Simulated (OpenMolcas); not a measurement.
OpenMolcas run: Co4+

Co4+ among 6 point charges of -2 e arranged as an octahedron (Oh), 2.25 Å from the ion. With inversion symmetry the input lists one of each pair of outer charges.

Input:

```
&GATEWAY
Coord
1

Co 0.0 0.0 0.0
Basis=ANO-RCC-VDZP
Group=XYZ
NoMove
AngMom=0.0 0.0 0.0
AMFI
XField
3 Angstrom 0
2.250000 0.000000 0.000000 -2.000000
0.000000 2.250000 0.000000 -2.000000
0.000000 0.000000 2.250000 -2.000000
&SEWARD
* reference wave functions (RASSCF and RASSI steps not shown): 5 electrons in 5 orbitals (3d)
>>> COPY JOB001 $Project.JobIph
&CASPT2
Multistate=1 1
Frozen=2 3
IPEA=0.25
Imaginary=0.1
MaxIter=60
WThr=0.0 0.3 0.05
PrWF=0.5
NoMix
>>> COPY JOB002 $Project.JobIph
&CASPT2
Multistate=24 1 2 3 4 5 6 7 8 9 10 11 12 13 14 15 16 17 18 19 20 21 22
23 24
NoMult
Frozen=2 3
IPEA=0.25
Imaginary=0.1
MaxIter=60
WThr=0.0 0.3 0.05
PrWF=0.5
NoMix
>>> COPY JOB003 $Project.JobIph
&CASPT2
Multistate=75 1 2 3 4 5 6 7 8 9 10 11 12 13 14 15 16 17 18 19 20 21 22
23 24 25 26 27 28 29 30 31 32 33 34 35 36 37 38 39 40 41 42 43 44 45 46
47 48 49 50 51 52 53 54 55 56 57 58 59 60 61 62 63 64 65 66 67 68 69 70
71 72 73 74 75
NoMult
Frozen=2 3
IPEA=0.25
Imaginary=0.1
MaxIter=60
WThr=0.0 0.3 0.05
PrWF=0.5
NoMix
```

Output, cut to the results:

```
--- CASPT2 ---
Orbital specifications:
      -----------------------

      Symmetry species                           1   2
                                                ag  au
      Frozen orbitals                            2   3
      Inactive orbitals                          1   3
      Active orbitals                            5   0
      Secondary orbitals                         7  13
      Deleted orbitals                           0   0
      Number of basis functions                 15  19
Type of calculation                        SS-CASPT2
      Fock operator                              state-specific
      IPEA shift                                 0.25
      Real shift                                 0.00
      Imaginary shift                            0.10
      The input orbitals will be transformed to quasi-canonical
Reference energy:       -1399.3243743695
      E2 (Non-variational):      -0.2479194957
      Shift correction:          -0.0000453458
      E2 (Variational):          -0.2479648416
      Total energy:           -1399.5723392111
      Residual norm:              0.0000004507
      Reference weight:           0.96910
      Contributions to the CASPT2 correlation energy
      Active & Virtual Only:         -0.0449783732
      One Inactive Excited:          -0.1310074568
      Two Inactive Excited:          -0.0719336657
::    CASPT2 Root  1     Total energy:  -1399.57233921
--- CASPT2 ---
Orbital specifications:
      -----------------------

      Symmetry species                           1   2
                                                ag  au
      Frozen orbitals                            2   3
      Inactive orbitals                          1   3
      Active orbitals                            5   0
      Secondary orbitals                         7  13
      Deleted orbitals                           0   0
      Number of basis functions                 15  19
Type of calculation                        SS-CASPT2
      Fock operator                              state-specific
      IPEA shift                                 0.25
      Real shift                                 0.00
      Imaginary shift                            0.10
      The input orbitals will be transformed to quasi-canonical
Reference energy:       -1399.1325496969
      E2 (Non-variational):      -0.2581134092
      Shift correction:          -0.0000514252
      E2 (Variational):          -0.2581648344
      Total energy:           -1399.3907145312
      Residual norm:              0.0000002277
      Reference weight:           0.96711
      Contributions to the CASPT2 correlation energy
      Active & Virtual Only:         -0.0475451134
      One Inactive Excited:          -0.1395225686
      Two Inactive Excited:          -0.0710457271
Reference energy:       -1399.1325496969
      E2 (Non-variational):      -0.2580435077
      Shift correction:          -0.0000513633
      E2 (Variational):          -0.2580948710
      Total energy:           -1399.3906445679
      Residual norm:              0.0000002223
      Reference weight:           0.96713
      Contributions to the CASPT2 correlation energy
      Active & Virtual Only:         -0.0475606323
      One Inactive Excited:          -0.1394250692
      Two Inactive Excited:          -0.0710578063
::    CASPT2 Root  1     Total energy:  -1399.39071453
::    CASPT2 Root  2     Total energy:  -1399.39064457
::    CASPT2 Root  3     Total energy:  -1399.39064578
::    CASPT2 Root  4     Total energy:  -1399.39005001
::    CASPT2 Root  5     Total energy:  -1399.39002732
::    CASPT2 Root  6     Total energy:  -1399.39003219
::    CASPT2 Root  7     Total energy:  -1399.38965082
::    CASPT2 Root  8     Total energy:  -1399.38964697
::    CASPT2 Root  9     Total energy:  -1399.38911131
::    CASPT2 Root 10     Total energy:  -1399.37123863
::    CASPT2 Root 11     Total energy:  -1399.37107966
::    CASPT2 Root 12     Total energy:  -1399.37125970
::    CASPT2 Root 13     Total energy:  -1399.35430889
::    CASPT2 Root 14     Total energy:  -1399.35428013
::    CASPT2 Root 15     Total energy:  -1399.35418783
::    CASPT2 Root 16     Total energy:  -1399.35367062
::    CASPT2 Root 17     Total energy:  -1399.35367649
::    CASPT2 Root 18     Total energy:  -1399.27522798
::    CASPT2 Root 19     Total energy:  -1399.27558936
::    CASPT2 Root 20     Total energy:  -1399.27564453
::    CASPT2 Root 21     Total energy:  -1399.27427492
::    CASPT2 Root 22     Total energy:  -1399.27430534
::    CASPT2 Root 23     Total energy:  -1399.27415680
::    CASPT2 Root 24     Total energy:  -1399.27386660
--- CASPT2 ---
Orbital specifications:
      -----------------------

      Symmetry species                           1   2
                                                ag  au
      Frozen orbitals                            2   3
      Inactive orbitals                          1   3
      Active orbitals                            5   0
      Secondary orbitals                         7  13
      Deleted orbitals                           0   0
      Number of basis functions                 15  19
Type of calculation                        SS-CASPT2
      Fock operator                              state-specific
      IPEA shift                                 0.25
      Real shift                                 0.00
      Imaginary shift                            0.10
      The input orbitals will be transformed to quasi-canonical
Reference energy:       -1399.0508711975
      E2 (Non-variational):      -0.2554718999
      Shift correction:          -0.0000494136
      E2 (Variational):          -0.2555213135
      Total energy:           -1399.3063925110
      Residual norm:              0.0000000891
      Reference weight:           0.96779
      Contributions to the CASPT2 correlation energy
      Active & Virtual Only:         -0.0445618988
      One Inactive Excited:          -0.1477614088
...
```

Spin-orbit levels above the lowest (labels of O, the rotations of Oh), with the averaged single-state CASPT2 energies on the diagonal:

```
E (cm-1)  Degeneracy  Label  2S+1               g
       0           6            6                
   39830           2     Γ7     4  2.22 2.22 2.22
   39850           4     Γ8     4                
   39870           4     Γ8     4                
   39900           2     Γ6     4  2.46 2.46 2.46
   39940           2     Γ7     4  1.86 1.86 1.86
   40000           4     Γ8     4                
   40030           2     Γ6     4  4.20 4.20 4.20
   40040           4     Γ8     4                
   40090           2     Γ7     4  2.31 2.31 2.31
   40090           4     Γ8     4                
   40100           2     Γ6     4  0.93 0.93 0.93
   40210           4     Γ8     4                
   43820           4     Γ8     4                
   43840           2     Γ7     4  2.63 2.63 2.63
   43960           4     Γ8     4                
   44100           2     Γ6     4  2.63 2.63 2.63
   47820           2     Γ6     4  2.81 2.81 2.81
   47870           4     Γ8     4                
   47920           2     Γ7     4  4.31 4.31 4.31
```

Roots that are degenerate in the reference are averaged as groups; the widest CASPT2 spread within a group is 91 cm-1 (the 3-fold group of multiplicity 4 near 65200 cm-1 above the lowest state of its run). Shifts and gaps below about the spread of the groups concerned are not significant. Point charges give a weaker field than real ligands, and real ions of this kind are often low spin; the high spin found here belongs to the model. Free-ion shares, where given, are those of the reference states; single-state CASPT2 does not remix them. This is an electrostatic model: the charges have no orbitals. No measured value stands beside these numbers.
